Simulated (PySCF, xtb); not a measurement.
CdF2, SMILES [F][Cd][F].

GFN2-xTB (xtb) at its own geometry gives an orbital gap of 3.00 eV and a dipole moment of 4.95 D.

Geometry optimised at PBE0-D3(BJ)/def2-TZVP. The def2 effective core potentials stand for the cores of Cd; spin–orbit coupling is left out.

Q: What does M06-2X/def2-TZVPD in PySCF give? (Estimate from the structure and the level; the computed values follow.)

A: gap 10.46 eV (levels -12.21 and -1.75 eV), dipole 0.00 D.
